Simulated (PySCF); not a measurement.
## Computed properties of Sn(H)2(Me)2 (C₂H₈Sn), SMILES [CH3][SnH2][CH3]

Sn(H)2(Me)2 (C2H8Sn), SMILES [CH3][SnH2][CH3]. Geometry optimised at B3LYP-D3(BJ)/def2-SVP. The def2 effective core potentials stand for the cores of Sn; spin–orbit coupling is left out. One conformer was computed; it need not be the lowest. All values are computed for the isolated molecule unless a solvent is named; none is compared with measurement here.

**Structure.** The optimised structure has C2v symmetry. All 27 harmonic modes at B3LYP-D3(BJ)/def2-SVP (PySCF) are real, so it is a minimum. With heavy atoms numbered as in [SnH2:1]([CH3:2])[CH3:3], the shortest bond between them is Sn1–C2 at 2.171 Å and the longest Sn1–C3 at 2.171 Å.

**Vibrations.** The strongest infrared lines (harmonic, unscaled, degenerate partners summed) lie at 1876 cm⁻¹ (236 km/mol, H 99 %), 1873 cm⁻¹ (161 km/mol, H 100 %), 753 cm⁻¹ (123 km/mol, H 86 %, C 13 %). The softest mode is at 92 cm⁻¹ and the zero-point energy is 53.1 kcal/mol.

**Electronic structure.** PBE0/def2-TZVP (PySCF) places the frontier levels at -7.99 and 0.47 eV, a gap of 8.46 eV, and gives a dipole moment of 0.74 D and a mean polarisability of 67.4 bohr³. PBE/def2-TZVP (PySCF) at the same geometry gives -6.83 and -0.26 eV, so its gap is 1.89 eV narrower. An orbital gap is neither the optical nor the fundamental gap.

**Excitations.** TDDFT-B3LYP/def2-SVPD (PySCF) has S1 at 6.97 eV (178 nm, f = 0.026, weak); the most intense of the 10 singlets computed lies at 7.61 eV (f = 0.45). T1 (TDA) is at 6.50 eV. TDDFT-PBE/def2-SVPD (PySCF) puts S1 at 6.62 eV. No vertical singlet excitation falls in the visible range (under 3.1 eV).
